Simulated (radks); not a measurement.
Species: O2-. Configuration: [Ne]. Method: non-relativistic Kohn-Sham, LDA (Slater exchange, Perdew-Wang correlation), spin-polarised, spherical densities, point nucleus; Watson sphere of charge +2 and radius 3.47 bohr; computed with a radial shooting solver on a logarithmic mesh with Libxc functionals. Some entries of the table are withheld. Estimate them.

orbital,occ.,eigenvalue (eV),r(max) (bohr)
1s,2,-502.9164,(1)
2s,2,(2),(3)
2p,6,(4),0.8554

Answer. 
(1) 1s r(max) (bohr): 0.1300
(2) 2s eigenvalue (eV): -17.6910
(3) 2s r(max) (bohr): 0.8871
(4) 2p eigenvalue (eV): -4.1150
